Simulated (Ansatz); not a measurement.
| atom | x (Å) | y (Å) | z (Å) |
| --- | --- | --- | --- |
| C | 0.0096 | 0.4861 | -0.3233 |
| H | -0.0090 | 1.4919 | 0.1928 |
| O | 0.0086 | -0.5464 | 0.2215 |

Basis set: STO-3G (spherical functions). Frozen core: 2 orbitals. Charge 0, multiplicity 2.

Computed with Ansatz (development build ahead of 0.2.0); each method stands on the lowest determinant of its kind that the runs found.

(1) Give the atomization energy at this shape (free ground-state atoms in the same class of orbitals less the molecule, no zero-point energy) of doublet CHO by UHF-MP2, UHF.

Answers

(1)

| method | atomization energy |
| --- | --- |
| UHF-MP2 | 935.1 kJ/mol |
| UHF | 688.3 kJ/mol |

Caution: the unrestricted determinant is spin contaminated.

This basis has no polarisation functions and is too small for such energies, which can lie far from measured ones in either direction.
